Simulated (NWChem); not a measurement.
C$_{3}$H$_{5}$, doublet; SMILES C=[C]C

Program: NWChem. Spin-unrestricted. The geometry was optimised at PBE0/def2-SVP, spin-unrestricted. No stability test was run on the SCF state.

### Question
Predict the results for PBE/aug-cc-pVDZ. Quantities: highest occupied level (eV); lowest empty minus highest occupied level, either spin (eV); dipole (D); <S²>.

### Answer
```
Item                                                         Result
-----------------------------------------------------------  ------
highest occupied level (eV)                                   -4.84
lowest empty minus highest occupied level, either spin (eV)    2.13
dipole (D)                                                     0.95
<S²>                                                          0.757
```
